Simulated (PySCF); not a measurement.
# Computed properties of C₄H₁₀Si₂, SMILES [SiH2]1CC[Si@@H]1C=C

C4H10Si2, SMILES C=C[Si@H]1CC[SiH2]1. Coordinates come from a PBE0-D3(BJ)/def2-SVP optimisation. The structure was generated by enumeration; whether it is a known compound was not checked. The values are those of a single conformer. All values are computed for the isolated molecule unless a solvent is named; none is compared with measurement here.

**Structure.** All 42 harmonic modes at PBE0-D3(BJ)/def2-SVP (PySCF) are real, so it is a minimum. With heavy atoms numbered as in [CH2:1]=[CH:2][Si@H:3]1[CH2:4][CH2:5][SiH2:6]1, the shortest bond between them is C1–C2 at 1.339 Å and the longest Si3–Si6 at 2.341 Å.

**Vibrations.** The strongest infrared lines (harmonic, unscaled, degenerate partners summed) lie at 2220 cm⁻¹ (146 km/mol, H 96 %), 729 cm⁻¹ (129 km/mol, H 59 %, Si 20 %, C 20 %), 2204 cm⁻¹ (122 km/mol, H 97 %). The softest mode is at 72 cm⁻¹ and the zero-point energy is 77.3 kcal/mol.

**Electronic structure.** M06-2X/def2-TZVP (PySCF) places the frontier levels at -8.01 and 0.13 eV, a gap of 8.14 eV, and gives a dipole moment of 0.67 D and a mean polarisability of 104.4 bohr³. PBE/def2-TZVP (PySCF) at the same geometry gives -6.01 and -1.68 eV, so its gap is 3.81 eV narrower. An orbital gap is neither the optical nor the fundamental gap.

**Excitations.** TDA-PBE0/def2-SVPD (PySCF) has S1 at 5.57 eV (223 nm, f = 0.244, bright); the most intense of the 6 singlets computed lies at 5.57 eV (f = 0.24). T1 (TDA) is at 3.97 eV, 1.60 eV under S1. TDA-PBE/def2-SVPD (PySCF) puts S1 at 4.84 eV. No vertical singlet excitation falls in the visible range (under 3.1 eV).

**NMR.** GIAO shifts at B3LYP/pcSseg-1 (PySCF) (non-relativistic, atoms alike by connectivity averaged): ¹³C from 10.7 to 145.9 ppm against TMS; ¹H from 1.5 to 6.6 ppm against TMS; ²⁹Si from -46.1 to -10.6 ppm against TMS.

**Solvation.** SMD-B3LYP/def2-SVP (PySCF) gives 3.3 kcal/mol in water, -1.7 kcal/mol in 2-propanol, -1.7 kcal/mol in ethylethanoate (1 M in both phases, gas-phase geometry).
